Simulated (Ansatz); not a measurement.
## Energy profile

The step: SiH₄S ([SiH3][SH]) + AsH₃ → SiAsH₅ ([SiH3][AsH2]) + H₂S; bonds formed: Si1–As7, S2–H6; bonds broken: Si1–S2, H6–As7 (atoms numbered as in the saddle structure below).

```
10
angstrom
Si -0.6121 0.6450 0.8820
S 1.5861 0.9961 -0.0201
H -1.4706 1.6039 0.1530
H -0.1469 1.3869 2.1030
H -1.2415 -0.5481 1.5179
H 0.7809 0.0835 -0.8660
As -0.9127 -1.0837 -1.2185
H 2.0527 -0.0748 0.6434
H 0.0209 -2.1883 -0.7338
H -0.0567 -0.8205 -2.4611
```

Electronic energies by CCSD(T) at an estimated basis limit (MP2 extrapolated from triple and quadruple zeta, plus CCSD(T) − MP2 in triple zeta), on PBE0-D4/def2-TZVP structures; SiAsH7S, closed shell; no counterpoise correction. Ansatz 0.2.0; basis: def2-TZVPP and def2-QZVPP; cores frozen in the correlated methods. Filled d shells of the heavier atoms are correlated. The def2 sets are not built for correlating such inner shells, so the correlated values are less sure here. Extrapolation: Hartree–Fock as exp(−7.88 √X), correlation as X^−2.97.

(1) Give the profile in kcal/mol, counted from the separated reactants. (To be estimated.)

The T1 diagnostic stays at or below 0.013.

Results:

(1) By the calculation:
| point | kcal/mol |
| --- | --- |
| separated: SiH4S (linked as [SiH3][SH]; Si1, S2, H3, H4, H5, H8; singlet) + AsH3 (H6, As7, H9, H10; singlet) | 0.00 |
| start structure | -2.23 |
| saddle | 55.47 |
| end structure | 3.94 |
| separated: SiAsH5 (linked as [SiH3][AsH2]; Si1, H3, H4, H5, As7, H9, H10; singlet) + H2S (S2, H6, H8; singlet) | 5.69 |

For scale, one of the runs: CCSD(T)/def2-TZVPP, 230 basis functions, launched by `ansatz run in.yaml --threads 4 --pin off --events-out ev --progress --plain --max-ram 9574MiB`. Hardware: 4 CPU threads of an Arm Neoverse V2, shared host. Wall time 86 s; peak host memory 3.6 GiB.
